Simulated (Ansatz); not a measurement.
Basis-set extrapolation for C6H10O2, SMILES `CCC(=O)CC(C)=O` (PBE0-D4/def2-TZVP geometry, frozen core, Ansatz 0.2.0). Multiplicity 1, RHF reference.

```tsv
	def2-TZVPP	def2-QZVPP
HF	-382.915508	-382.932855
MP2 correlation	-1.458407	-1.558650
CCSD(T) correlation	-1.572643	not run
```

Energies in hartree. Use E(X) = E(∞) + A·exp(−7.88·√X) for Hartree–Fock and E(X) = E(∞) + B·X^(−2.97) for correlation, with X = 3 and 4, and add CCSD(T) minus MP2 of the smaller set to the MP2 limit.

Problem. What is the CCSD(T) energy at the basis-set limit?

Solution. HF limit: -382.932855 + (-0.017347) × 0.13774 = -382.93524. MP2 limit: -1.558650 + (-0.100243) × 0.74074 = -1.63290. Higher-order term: -1.572643 − (-1.458407) = -0.11424. Total: -384.68238 hartree, 121.9 kcal/mol below CCSD(T)/def2-TZVPP.
